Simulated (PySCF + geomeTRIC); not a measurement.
Species: AlI$_{2}$, SMILES `[I][Al][I]` (charge 0, multiplicity 2).

**Question.** Give a relaxed geometry from PBE0-D3(BJ)/def2-TZVP (PySCF + geomeTRIC).

**Answer.** the end point of this relaxation (outside a Z-matrix the atoms follow the SMILES, hydrogens last).
Z-matrix (Å, degrees):
```
Al
I 1 2.4917
I 1 2.4917 2 119.60
```
